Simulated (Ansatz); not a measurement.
Reaction (redistribution): `C[SiH](C)[SiH2]Cl` + `CC(C)(C)[N]([GeH3])[Si](C)(C)C` → `C[SiH](C)N(C(C)(C)C)[Si](C)(C)C` + `Cl[SiH2][GeH3]`

Gas-phase electronic energies from Ansatz, PBE0-D4/def2-TZVP geometries. CBS: MP2 limit from def2 TZ/QZ plus the TZ coupled-cluster correction, frozen cores. Functionals use def2-TZVPP. B3LYP here is the variant with VWN-RPA as its local correlation; programs differ in this. For Ge outer-core shells are correlated without core-valence functions, which leaves a few kJ/mol of doubt a bond. Scalar relativity is left out up to krypton. One conformer a species, not always the lowest.

```tsv
level	ΔE (kJ/mol)	difference from CCSD(T)/CBS
PBE-D4	-53.4	0.1
r2SCAN-D4	-57.7	-4.2
PBE0-D4	-55.4	-1.9
B3LYP-D4	-58.0	-4.5
ωB97X-V	-54.4	-0.9
ωB97M-V	-61.9	-8.4
B2PLYP	-52.0	1.5
PBE	-48.4	5.1
r2SCAN	-54.8	-1.3
PBE0	-50.4	3.1
B3LYP	-51.2	2.3
HF/def2-TZVPP	-47.0	6.5
MP2/def2-TZVPP	-52.8	0.7
SCS-MP2/def2-TZVPP	-49.8	3.7
CCSD/def2-TZVPP	-51.7	1.8
CCSD(T)/def2-TZVPP	-52.0	1.5
HF/def2-QZVPP	-48.5	5.0
MP2/def2-QZVPP	-54.2	-0.7
SCS-MP2/def2-QZVPP	-50.9	2.6
HF/CBS(def2)	-48.7	4.8
MP2/CBS(def2)	-54.3	-0.8
CCSD/CBS(def2)	-53.2	0.3
CCSD(T)/CBS	-53.5	0
```

Largest T1 diagnostic among the species: 0.011.

In def2-TZVPP, CCSD(T) changes the Hartree–Fock value by −4.9 kJ/mol (the triples alone add −0.3 kJ/mol) and MP2 by −5.8 kJ/mol. The D4 term adds −6.7 kJ/mol with B3LYP and −4.9 kJ/mol with PBE0; it sums over pairs of atoms, weighted by their polarisabilities, and B3LYP, whose exchange is more repulsive, gets the larger term.
